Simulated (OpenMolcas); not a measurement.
# F³⁺: input and output

Input:

```
&GATEWAY
Coord
1

F 0.0 0.0 0.0
Basis=ANO-R2
Group=XYZ
NoMove
AngMom=0.0 0.0 0.0
AMFI
&SEWARD
* reference wave functions (RASSCF and RASSI steps not shown): 4 electrons in 4 orbitals (2s 2p)
>>> COPY JOB001 $Project.JobIph
&CASPT2
Multistate=3 1 2 3
Frozen=0 0
IPEA=0.0
Imaginary=0.1
MaxIter=60
WThr=0.0 0.3 0.05
PrWF=0.5
NoMix
>>> COPY JOB002 $Project.JobIph
&CASPT2
Multistate=6 1 2 3 4 5 6
Frozen=0 0
IPEA=0.0
Imaginary=0.1
MaxIter=60
WThr=0.0 0.3 0.05
PrWF=0.5
NoMix
>>> COPY JOB003 $Project.JobIph
&CASPT2
Multistate=1 1
Frozen=0 0
IPEA=0.0
Imaginary=0.1
MaxIter=60
WThr=0.0 0.3 0.05
PrWF=0.5
NoMix
...
```

Output, cut to the results:

```
--- CASPT2 ---
Orbital specifications:
      -----------------------

      Symmetry species                           1   2
                                                ag  au
      Frozen orbitals                            0   0
      Inactive orbitals                          1   0
      Active orbitals                            1   3
      Secondary orbitals                        12  16
      Deleted orbitals                           0   0
      Number of basis functions                 14  19
Type of calculation                        MS-CASPT2
      Fock operator                              state-specific
      IPEA shift                                 0.00
      Real shift                                 0.00
      Imaginary shift                            0.10
      The input orbitals will be transformed to quasi-canonical
Reference energy:         -95.4324341383
      E2 (Non-variational):      -0.0876156722
      Shift correction:          -0.0000215953
      E2 (Variational):          -0.0876372675
      Total energy:             -95.5200714058
      Residual norm:              0.0000001147
      Reference weight:           0.98838
      Contributions to the CASPT2 correlation energy
      Active & Virtual Only:         -0.0763648487
      One Inactive Excited:          -0.0063474789
      Two Inactive Excited:          -0.0049033446
Reference energy:         -95.4324341383
      E2 (Non-variational):      -0.0876156722
      Shift correction:          -0.0000215953
      E2 (Variational):          -0.0876372675
      Total energy:             -95.5200714058
      Residual norm:              0.0000001147
      Reference weight:           0.98838
      Contributions to the CASPT2 correlation energy
      Active & Virtual Only:         -0.0763648487
      One Inactive Excited:          -0.0063474789
      Two Inactive Excited:          -0.0049033446
::    CASPT2 Root  1     Total energy:    -95.52007141
::    CASPT2 Root  2     Total energy:    -95.52007141
::    CASPT2 Root  3     Total energy:    -95.52007141
::    MS-CASPT2 Root  1     Total energy:    -95.52007141
::    MS-CASPT2 Root  2     Total energy:    -95.52007141
::    MS-CASPT2 Root  3     Total energy:    -95.52007141
--- CASPT2 ---
Orbital specifications:
      -----------------------

      Symmetry species                           1   2
                                                ag  au
      Frozen orbitals                            0   0
      Inactive orbitals                          1   0
      Active orbitals                            1   3
      Secondary orbitals                        12  16
      Deleted orbitals                           0   0
      Number of basis functions                 14  19
Type of calculation                        MS-CASPT2
      Fock operator                              state-specific
      IPEA shift                                 0.00
      Real shift                                 0.00
      Imaginary shift                            0.10
      The input orbitals will be transformed to quasi-canonical
Reference energy:         -95.3075457655
      E2 (Non-variational):      -0.0963692903
      Shift correction:          -0.0000223990
      E2 (Variational):          -0.0963916893
      Total energy:             -95.4039374548
      Residual norm:              0.0000000798
      Reference weight:           0.98742
      Contributions to the CASPT2 correlation energy
      Active & Virtual Only:         -0.0852193193
      One Inactive Excited:          -0.0062368384
      Two Inactive Excited:          -0.0049131326
Reference energy:         -95.3075457655
      E2 (Non-variational):      -0.0963384421
      Shift correction:          -0.0000222804
      E2 (Variational):          -0.0963607224
      Total energy:             -95.4039064879
      Residual norm:              0.0000000763
      Reference weight:           0.98745
      Contributions to the CASPT2 correlation energy
      Active & Virtual Only:         -0.0851883705
      One Inactive Excited:          -0.0062369534
      Two Inactive Excited:          -0.0049131181
::    CASPT2 Root  1     Total energy:    -95.40393745
::    CASPT2 Root  2     Total energy:    -95.40390649
::    CASPT2 Root  3     Total energy:    -95.40392473
::    CASPT2 Root  4     Total energy:    -95.40391228
::    CASPT2 Root  5     Total energy:    -95.40393657
::    CASPT2 Root  6     Total energy:    -95.27697081
::    MS-CASPT2 Root  1     Total energy:    -95.40394728
::    MS-CASPT2 Root  2     Total energy:    -95.40394532
::    MS-CASPT2 Root  3     Total energy:    -95.40393120
::    MS-CASPT2 Root  4     Total energy:    -95.40390708
::    MS-CASPT2 Root  5     Total energy:    -95.40388710
::    MS-CASPT2 Root  6     Total energy:    -95.27697036
--- CASPT2 ---
Orbital specifications:
      -----------------------

      Symmetry species                           1   2
                                                ag  au
      Frozen orbitals                            0   0
      Inactive orbitals                          1   0
      Active orbitals                            1   3
      Secondary orbitals                        12  16
      Deleted orbitals                           0   0
      Number of basis functions                 14  19
Type of calculation                        SS-CASPT2
      Fock operator                              state-specific
      IPEA shift                                 0.00
      Real shift                                 0.00
      Imaginary shift                            0.10
      The input orbitals will be transformed to quasi-canonical
Reference energy:         -95.1494603108
      E2 (Non-variational):      -0.0438285843
      Shift correction:          -0.0000052821
      E2 (Variational):          -0.0438338664
      Total energy:             -95.1932941772
      Residual norm:              0.0000003172
      Reference weight:           0.99605
...
```

Levels above the lowest, from the spin-orbit matrix with the single-state CASPT2 energies, averaged by term, on its diagonal:

```csv
Configuration,Term,J,E (cm-1),Measured (cm-1),Term weight %
2s2 2p2,3P,0,0.0,0.0,100
2s2 2p2,3P,1,214,225,100
2s2 2p2,3P,2,624,613,100
2s2 2p2,1D,2,25915,25241,100
2s2 2p2,1S,0,53782,53544,100
2s 2p3,5S*,2,72138,,100
2s 2p3,3D*,2,146387,147889,100
2s 2p3,3D*,1,146388,147902,100
2s 2p3,3D*,3,146392,147842,100
2s 2p3,3P*,0,175001,,100
2s 2p3,3P*,1,175002,175242,100
2s 2p3,3P*,2,175006,175237,100
2s 2p3,1D*,2,229618,,100
2s 2p3,3S*,1,238229,,100
2s 2p3,1P*,1,258057,257390,100
```

Against the 10 measured excited levels shown (Moore, Atomic Energy Levels, vol. I, NSRDS-NBS 35 (1971 reprint of NBS Circular 467, 1949)) the mean absolute deviation is 650 cm-1; the largest miss in energy is 2s 2p3 3D* 1: computed 146388, measured 147902 cm-1 (-1.0 %), and the largest in proportion 2s2 2p2 3P1 (-5.1 %).

Computed and measured levels are paired by configuration, term and J; levels that our copy of the source lacks, or whose pairing is in doubt (as where it misses far off the trend of its configuration), stay unpaired and out of the deviations. Levels of configurations outside the active space are missing. The first state left out of the spin-orbit step lies near 360000 cm-1 above the lowest spin-free state of the reference (among the parities and spins computed), and the list stops at four fifths of that energy or lower.

The term weight is that of the spin-free term in the level, not the purity of its configuration. * marks odd parity.
